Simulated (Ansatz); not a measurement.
Relaxation of FH₅NSi₂ (9 atoms, charge 1, multiplicity 1), to a largest force component of 0.015 eV/Å in at most 40 steps.

The calculation used RKS PBE0-D4/def2-SVP (Ansatz).

```xyz
9
Properties=species:S:1:pos:R:3
N 0.352 1.504 -0.428
Si 0.066 -0.454 -1.047
F -1.470 0.001 -1.361
Si 0.842 -0.460 -3.214
H 0.960 1.550 0.391
H -0.498 2.030 -0.236
H 0.845 1.981 -1.182
H 1.065 0.041 -4.593
H 1.048 -1.902 -3.386
```

Task: Where does it end, and by what steps?

Result: The run converged. The force dipped under the threshold on the way, but the program's further checks kept it going. Limits of this set-up: the dipole of an ion depends on the origin. After 36 steps the energy has fallen by 1.245 eV; F3 moved furthest, 1.19 Å. Joined: F3–Si4.

```
step  energy less start (eV)  largest force component (eV/Å)  accepted
   0                  0.0000                           2.908       yes
   2                 -0.4794                           0.720       yes
   4                 -0.5781                           0.446       yes
   6                 -0.8247                           0.677       yes
   8                 -1.0840                           1.618       yes
  10                 -1.2183                           0.295       yes
  12                 -1.2312                           0.053       yes
  14                 -1.2315                           0.008       yes
  16                 -1.2320                           0.044       yes
  18                 -1.2329                           0.095       yes
  20                 -1.2349                           0.150       yes
  22                 -1.2369                           0.076       yes
  24                 -1.2394                           0.117       yes
  26                 -1.2416                           0.140       yes
  28                 -1.2431                           0.053       yes
  30                 -1.2439                           0.124       yes
  32                 -1.2445                           0.019       yes
  34                 -1.2447                           0.042       yes
  36                 -1.2448                           0.007       yes
```

```xyz
9
Properties=species:S:1:pos:R:3
N 0.304 1.489 -0.555
Si -0.073 -0.504 -0.616
F -0.882 -0.164 -2.377
Si 0.795 -0.683 -2.785
H 1.280 1.708 -0.319
H -0.274 1.931 0.170
H 0.093 1.977 -1.434
H 1.319 0.469 -3.569
H 0.649 -1.931 -3.571
```

Whether the end is a true minimum wasn't checked by a vibrational analysis.

Run time: 67 s on 1 CPU thread of a shared host.
